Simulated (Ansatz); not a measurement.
Geometry optimisation, RKS PBE0-D4/def2-SVP (Ansatz).

Input file:

```yaml
crystal:
  periodic: [false, false, false]
  atoms:
    - { symbol: Si, position_ang: [-0.926219, 0.55, 0.050489] }
    - { symbol: C, position_ang: [0.07077, -0.95145, 0.577224] }
    - { symbol: H, position_ang: [-1.130046, 0.584023, -1.427633] }
    - { symbol: H, position_ang: [-2.26459, 0.435233, 0.711953] }
    - { symbol: H, position_ang: [-0.285009, 1.821383, 0.497707] }
    - { symbol: H, position_ang: [1.604285, 0.206732, -0.820232] }
    - { symbol: Br, position_ang: [2.146833, 1.235116, -1.72767] }
    - { symbol: H, position_ang: [-0.468671, -1.865008, 0.277489] }
    - { symbol: H, position_ang: [1.099589, -1.052767, 0.184221] }
    - { symbol: H, position_ang: [0.15306, -0.963161, 1.676452] }
basis:
  gaussian: { orbitals: def2-SVP }
hamiltonian:
  xc: pbe0
  dispersion: d4
relax:
  f_tol: 0.03
  max_steps: 50
```

Launched with:

```bash
$ ansatz run input.yaml --threads 2 --pin off --max-ram 3072MiB --backend cpu --events-out ev --progress --plain --runs-dir out
```

**Question.** Where does it end, and by what steps?

**Answer.** The forces met the threshold. The force dipped under the threshold on the way, but the program's further checks kept it going. After 32 steps the energy has fallen by 0.177 eV; H6 moved furthest, 1.39 Å.

| step | energy less start (eV) | largest force component (eV/Å) | accepted |
| --- | --- | --- | --- |
| 0 | 0.0000 | 0.843 | yes |
| 2 | -0.1028 | 0.117 | yes |
| 4 | -0.1057 | 0.165 | no |
| 6 | -0.1140 | 0.036 | yes |
| 8 | -0.1142 | 0.255 | no |
| 10 | -0.1150 | 0.282 | no |
| 12 | -0.1178 | 0.065 | yes |
| 14 | -0.1199 | 0.245 | yes |
| 16 | -0.1321 | 0.267 | yes |
| 18 | -0.1431 | 0.339 | yes |
| 20 | -0.1542 | 0.157 | yes |
| 22 | -0.1265 | 1.048 | no |
| 24 | -0.1582 | 0.205 | yes |
| 26 | -0.1621 | 0.014 | yes |
| 28 | -0.1640 | 0.191 | yes |
| 30 | -0.1696 | 0.064 | yes |
| 32 | -0.1773 | 0.023 | yes |

```xyz
10
Properties=species:S:1:pos:R:3
Si -0.965 0.491 0.130
C -0.139 -1.135 0.577
H -1.325 0.539 -1.320
H -2.210 0.697 0.934
H -0.049 1.645 0.415
H 2.104 1.506 -0.828
Br 2.492 0.673 -1.914
H -0.811 -1.981 0.367
H 0.783 -1.274 -0.007
H 0.119 -1.161 1.647
```

Whether the end is a true minimum wasn't checked by a vibrational analysis.

Run time: 84 s on 2 threads of Arm Neoverse V1 (shared host), peak memory 0.21 GiB.
